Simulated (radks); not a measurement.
The numbers below are computed, except where a source is named.
Task: All-electron atom: Se2+ in [Ar] 3d9 4s2 4p2 4d1 (not the ground configuration). Code: a radial shooting solver on a logarithmic mesh with Libxc functionals. Model: Dirac Kohn-Sham, LDA (Slater exchange, Perdew-Wang correlation), spin-unpolarised, spherical densities, point nucleus; open shells are shared between the two j in proportion to 2j + 1.

Spin-orbit splittings of the eigenvalues, e(l+1/2) - e(l-1/2), with zeta = 2 splitting/(2l+1) and mean radii in bohr:

shell  occ.  splitting (eV)  zeta (eV)  <r> j=l-1/2  <r> j=l+1/2
2p        6           41.67      27.78       0.1686       0.1724
3p        6           6.035      4.023       0.5760       0.5862
3d        9          0.9523     0.3809       0.6043       0.6081
4p        2               ?          ?        1.827        1.856
4d        1         0.05020    0.02008        2.774        2.785
5p        0          0.1266    0.08440        4.519        4.569

Estimate the 4p splitting.

Result: 0.6433 eV (zeta = 0.4289 eV).
